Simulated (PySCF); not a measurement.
A PySCF script (with the pyscf-properties extension) for the NMR shieldings of `CCCCP1C=C1C`, C$_{7}$H$_{13}$P, on a GFN2-xTB geometry:

```python
import basis_set_exchange as bse
import numpy as np
from pyscf import gto, dft
from pyscf.prop import nmr

atoms = """
C    -2.493353   -0.507967   -0.769716
C    -2.412942    0.470246    0.393439
C    -0.986215    0.913045    0.712623
C    -0.080385   -0.219825    1.190306
P     0.647461   -1.296468   -0.185849
C     1.286477   -0.019187   -1.339400
C     2.226248   -0.405300   -0.512351
C     3.627351   -0.269122   -0.093653
H    -2.054237   -0.073675   -1.665581
H    -3.530359   -0.759591   -0.982434
H    -1.958407   -1.427977   -0.537936
H    -2.850779    0.011325    1.283349
H    -3.004145    1.358799    0.156021
H    -0.542705    1.378100   -0.173245
H    -1.031434    1.677916    1.493791
H    -0.633880   -0.881473    1.861541
H     0.759242    0.194556    1.756465
H     1.065427    0.598914   -2.181081
H     4.139908   -1.224563   -0.204995
H     4.137515    0.483509   -0.694794
H     3.680290    0.015683    0.957137
"""
names = dict.fromkeys(["C", "P", "H"], "pcSseg-1")
basis = {el: gto.basis.parse(bse.get_basis(n, elements=[el], fmt="nwchem")) for el, n in names.items()}
mol = gto.M(atom=atoms, basis=basis, charge=0, verbose=0)
mf = dft.RKS(mol, xc="PBE0")
mf.grids.level = 2
mf.grids.alignment = dft.numint.BLKSIZE   # the property module wants whole blocks of grid points
mf.conv_tol = 1e-9
mf.kernel()

calc = nmr.RKS(mf)   # GIAO
C = mf.mo_coeff
Co = C[:, mf.mo_occ > 0]
resp = mf.gen_response(singlet=True, hermi=2)
def vind(x):   # induced exchange potential for any number of trial vectors
    d = np.einsum("pi,xij,qj->xpq", C, 2 * x.reshape(-1, C.shape[1], Co.shape[1]), Co, optimize=True)
    return np.einsum("xpq,pi,qj->xij", resp(d - d.transpose(0, 2, 1)), C, Co, optimize=True).ravel()
mo1, _ = nmr.rhf.solve_mo1(calc, with_cphf=vind)
sigma = calc.kernel(mo1)
for i, s in enumerate(sigma):   # ppm
    w = np.linalg.eigvalsh((s + s.T) / 2)
    print("%2d %-2s iso %8.1f  s11 %8.1f  s22 %8.1f  s33 %8.1f" % (i, mol.atom_pure_symbol(i), w.mean(), *w))
```

Question: What are the results?

Answer: 
```
 0 C  iso    168.7  s11    159.6  s22    169.0  s33    177.3
 1 C  iso    157.9  s11    149.3  s22    153.7  s33    170.6
 2 C  iso    159.6  s11    151.3  s22    156.5  s33    170.9
 3 C  iso    152.9  s11    138.9  s22    149.1  s33    170.7
 4 P  iso    505.9  s11    216.9  s22    281.2  s33   1019.5
 5 C  iso     68.6  s11    -73.6  s22    101.3  s33    178.0
 6 C  iso     41.1  s11   -103.4  s22     50.2  s33    176.6
 7 C  iso    170.4  s11    156.5  s22    167.9  s33    186.9
 8 H  iso     30.8  s11     26.6  s22     29.8  s33     35.9
 9 H  iso     30.4  s11     25.8  s22     27.4  s33     38.0
10 H  iso     29.9  s11     25.1  s22     30.3  s33     34.1
11 H  iso     30.5  s11     26.3  s22     28.5  s33     36.7
12 H  iso     30.0  s11     24.9  s22     28.1  s33     37.1
13 H  iso     30.8  s11     26.6  s22     31.4  s33     34.3
14 H  iso     30.1  s11     23.9  s22     28.7  s33     37.8
15 H  iso     31.2  s11     27.2  s22     30.2  s33     36.2
16 H  iso     30.9  s11     24.5  s22     31.4  s33     36.6
17 H  iso     24.1  s11     20.4  s22     24.8  s33     27.0
18 H  iso     29.2  s11     25.0  s22     27.0  s33     35.8
19 H  iso     29.0  s11     23.8  s22     27.7  s33     35.4
20 H  iso     29.3  s11     24.8  s22     28.1  s33     34.9
```

These numbers come from an equivalent density-fitted implementation of the same equations, which agrees with the script to about 0.01 ppm for H and up to a few tenths of a ppm for heavy atoms, so last digits may differ.

Size and cost of the density-fitted run: 208 basis functions, of the order of 2.3 core-minutes.
